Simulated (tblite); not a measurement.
Species: C3H2F2NO3S (charge -1).
SMILES with atom numbers: `[N:1]#[C:2][C@H:3]([CH:4]([F:5])[F:6])[S:7](=[O:8])(=[O:9])[O-:10]` (hydrogens: H11 on C3; H12 on C4)
Bond orders are those of one Lewis drawing.

Computed with GFN2-xTB (tblite), gas phase: Langevin dynamics at 300 K from the optimised GFN2-xTB geometry, time step 0.5 fs, friction 0.01 fs⁻¹, 2000 steps. The instantaneous temperature is 2·E(kin)/(3Nk) with all 3N coordinates.

```tsv
t (fs)	T (K)	E(pot) above start (eV)	N1≡C2 (Å)	C2–C3 (Å)	C3–C4 (Å)	C4–F5 (Å)	C4–F6 (Å)	C3–H11 (Å)	C2–C3–C4–F5 (°)
0	262	0.000	1.148	1.409	1.501	1.378	1.350	1.088	91
25	122	0.288	1.138	1.426	1.472	1.390	1.392	1.118	89
50	233	0.233	1.154	1.424	1.441	1.404	1.357	1.115	80
75	227	0.236	1.157	1.448	1.477	1.385	1.364	1.062	75
100	229	0.282	1.164	1.431	1.495	1.354	1.346	1.071	62
125	191	0.300	1.131	1.429	1.464	1.433	1.323	1.101	62
150	206	0.306	1.148	1.449	1.476	1.364	1.333	1.092	50
175	237	0.412	1.159	1.434	1.532	1.346	1.371	1.078	54
200	266	0.366	1.155	1.419	1.462	1.466	1.299	1.083	57
225	391	0.315	1.139	1.417	1.489	1.423	1.342	1.102	62
250	231	0.414	1.132	1.476	1.562	1.300	1.383	1.098	76
275	314	0.258	1.168	1.413	1.508	1.383	1.327	1.088	85
300	242	0.353	1.166	1.408	1.496	1.424	1.337	1.102	89
325	349	0.247	1.138	1.438	1.535	1.339	1.360	1.093	96
350	279	0.276	1.128	1.424	1.542	1.355	1.334	1.110	90
375	259	0.317	1.161	1.369	1.529	1.400	1.354	1.072	87
400	260	0.482	1.161	1.379	1.524	1.402	1.375	1.063	74
425	288	0.603	1.125	1.358	1.530	1.363	1.377	1.093	86
450	326	0.459	1.149	1.414	1.571	1.377	1.327	1.113	75
475	300	0.392	1.157	1.371	1.570	1.372	1.356	1.089	88
500	376	0.369	1.143	1.361	1.525	1.394	1.352	1.059	90
525	283	0.344	1.127	1.402	1.574	1.391	1.354	1.076	102
550	217	0.308	1.145	1.419	1.531	1.388	1.356	1.112	104
575	246	0.447	1.161	1.402	1.502	1.303	1.373	1.123	113
600	260	0.457	1.171	1.450	1.514	1.383	1.381	1.052	105
625	263	0.405	1.139	1.430	1.509	1.397	1.340	1.095	114
650	294	0.460	1.124	1.427	1.487	1.354	1.335	1.161	101
675	328	0.498	1.172	1.418	1.470	1.357	1.388	1.138	104
700	391	0.461	1.172	1.434	1.496	1.403	1.391	1.058	102
725	359	0.558	1.133	1.463	1.459	1.424	1.326	1.006	111
750	300	0.461	1.149	1.424	1.452	1.362	1.378	1.094	113
775	240	0.563	1.169	1.429	1.490	1.355	1.427	1.167	105
800	342	0.313	1.152	1.403	1.487	1.407	1.370	1.083	113
825	331	0.398	1.130	1.448	1.490	1.405	1.347	1.017	110
850	374	0.294	1.162	1.470	1.532	1.368	1.330	1.101	106
875	299	0.359	1.175	1.372	1.544	1.374	1.325	1.139	110
900	318	0.260	1.139	1.372	1.525	1.388	1.356	1.103	107
925	230	0.418	1.136	1.408	1.539	1.380	1.352	1.027	98
950	264	0.278	1.140	1.397	1.536	1.338	1.412	1.059	95
975	278	0.292	1.155	1.403	1.516	1.412	1.340	1.155	93
1000	356	0.358	1.160	1.429	1.512	1.397	1.345	1.124	95
```

Problem. From 500 fs on, how do temperature and potential energy compare with equipartition?

Solution. The mean temperature of these 21 frames is 302 K against the target 300 K, and the mean potential energy 0.40 eV against 30 × kT/2 = 0.39 eV for 30 classical harmonic modes. For 12 atoms in a canonical ensemble the temperature itself scatters by T·√(2/(3N)) = 71 K; here its standard deviation is 50 K. The whole run lasts only 10 friction times of 100 fs, so these averages carry a wide statistical error.

Problem. What are the kinetic and total energies of the listed frame with the highest potential energy?

Solution. The one at 425 fs, 0.603 eV above the start. Its kinetic energy is 3NkT/2 = 0.447 eV at 288 K, so the sum is 1.05 eV; over the listed frames the sum runs from 0.41 to 1.11 eV, since the thermostat adds and removes energy.

Problem. How much do the listed bonds fluctuate from 500 fs on?

Solution. 
```
  bond  at the start (Å)  mean (Å)  standard deviation (Å)
 N1≡C2             1.148     1.150                   0.016
 C2–C3             1.409     1.417                   0.028
 C3–C4             1.501     1.509                   0.029
 C4–F5             1.378     1.380                   0.027
 C4–F6             1.350     1.361                   0.027
C3–H11             1.088     1.093                   0.046
```

The motion is classical and holds no zero-point motion.

The cost below is that of the whole dynamics run. Time: 14 s of wall time; peak memory 0.18 GiB. Hardware: an AMD EPYC 7R43 with one thread, shared host with 256 logical CPUs at a one-minute load of 76.
